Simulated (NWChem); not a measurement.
A series in which one site is exchanged, each optimised at PBE0/def2-SVP with NWChem, gas phase unless a solvent is named. All stand in one matching conformer (torsions within 35°), which need not be the lowest. This build's default masses of Se (78.918 u) and Br (79.917 u) are each other's, which moves their modes by up to 0.6 %. Some are not confirmed as minima by frequencies. def2 effective core potentials on I; no spin-orbit coupling.

A: [I][Mg][OH] (MgHOI; site = I)
B: [OH][Mg][Br] (MgHOBr; site = Br)
C: [OH][Mg][F] (MgHOF; site = F)
D: [OH][MgH] (MgH$_{2}$O; site = H)

Values for A:

| Property | Value |
|---|---|
| dipole (D), PBE0/def2-SVP | 1.85 |
| orbital gap (eV), PBE0/def2-SVP | 6.08 |
| static polarisability, B3LYP/def2-SVPD (bohr³) | 63.6 |
| lowest singlet excitation, B3LYP/def2-SVPD, TDA (eV) | 4.59 |

Task: How do these values change for the other members?

Result: 
| change from A | B | C | D |
|---|---|---|---|
| dipole (D), PBE0/def2-SVP | +0.21 | +0.35 | -1.06 |
| orbital gap (eV), PBE0/def2-SVP | +0.61 | +0.73 | +1.24 |
| static polarisability, B3LYP/def2-SVPD (bohr³) | -15.3 | -39.8 | -31.0 |
| lowest singlet excitation, B3LYP/def2-SVPD, TDA (eV) | +0.54 | +0.71 | +1.16 |
